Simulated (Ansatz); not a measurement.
A nudged elastic band was laid between two geometries of C₂H₇BFNOSi (14 atoms, charge 0, multiplicity 1).

All numbers below come from Ansatz 0.2.0, RKS B3LYP-D4/def2-SVP.

```yaml
movable_images: 9
climbing_image: yes
spring: 5.0 eV/Å²
optimiser: quadratic models (default)
start_path: through a guess of the saddle point
force_threshold: 0.05 eV/Å
iteration_limit: 36
end_points: relaxed
```

First end point:

```xyz
14
Properties=species:S:1:pos:R:3
C -2.549 0.911 -0.480
O -1.383 0.242 -0.950
C -0.434 -0.049 -0.038
N -0.621 0.213 1.205
B 0.796 -0.838 -0.599
Si 2.619 -0.623 0.227
F 2.457 0.075 1.709
H -3.161 1.119 -1.367
H -2.287 1.848 0.037
H -3.106 0.280 0.231
H 0.224 0.031 1.751
H 0.627 -1.606 -1.513
H 3.344 -1.910 0.431
H 3.461 0.278 -0.616
```

Last end point:

```xyz
14
Properties=species:S:1:pos:R:3
C -2.318 0.093 -0.733
O -1.804 0.688 0.445
C -0.473 0.670 0.623
N 0.007 1.331 1.615
B 0.590 0.199 -0.405
Si 2.169 -0.909 0.163
F 2.389 -0.708 1.781
H -3.394 -0.051 -0.572
H -1.855 -0.891 -0.931
H -2.170 0.740 -1.614
H 0.990 1.099 1.786
H 0.506 0.602 -1.541
H 1.900 -2.357 -0.091
H 3.451 -0.535 -0.499
```

(1) What changes between the two ends?

(2) Give the energies along the band, and the barrier.

(3) What is the geometry of the highest image?

(4) What are the harmonic wavenumbers there?

The band took 23 iterations and roughly 60 core-minutes.

Answers

(1) No bond is made or broken. The dihedral C1–O2–C3–B5 goes from 177 to 7°.

(2) The run converged. The highest image is number 5 of 0 to 10, 0.44 eV above the first end and 0.18 eV above the last; the last end lies 0.26 eV above the first. A vibrational analysis at the climbing image gives one clearly imaginary mode, 65i cm⁻¹: a first-order saddle point.

| image | path coordinate (Å) | energy (eV) | dihedral C1–O2–C3–B5 (°) |
| --- | --- | --- | --- |
| 0 | 0.00 | 0.00 | 177 |
| 1 | 1.10 | 0.01 | 179 |
| 2 | 2.21 | 0.02 | -175 |
| 3 | 3.31 | 0.11 | -154 |
| 4 | 4.42 | 0.35 | -118 |
| 5 | 5.53 | 0.44 | -82 |
| 6 | 6.20 | 0.43 | -60 |
| 7 | 6.88 | 0.40 | -37 |
| 8 | 7.55 | 0.34 | -17 |
| 9 | 8.23 | 0.28 | -2 |
| 10 | 8.91 | 0.26 | 7 |

(3) 
```xyz
14
Properties=species:S:1:pos:R:3
C -2.457 0.542 -0.718
O -1.733 -0.461 -0.029
C -0.521 -0.083 0.498
N -0.484 0.252 1.728
B 0.699 -0.079 -0.482
Si 2.512 -0.692 0.140
F 2.536 -0.630 1.785
H -3.353 0.067 -1.141
H -1.865 0.986 -1.540
H -2.765 1.347 -0.028
H 0.488 0.352 2.045
H 0.535 0.311 -1.613
H 2.761 -2.104 -0.274
H 3.635 0.163 -0.342
```

(4) 65i, 52, 76, 119, 171, 209, 264, 310, 428, 486, 620, 647, 737, 809, 824, 843, 909, 940, 953, 981, 1096, 1146, 1167, 1209, 1351, 1461, 1466, 1480, 1671, 2215, 2224, 2613, 2997, 3071, 3144, 3468 cm⁻¹.

Time of the run: 29 min on 2 threads of Arm Neoverse N1, on a shared host, peak memory 0.41 GiB.
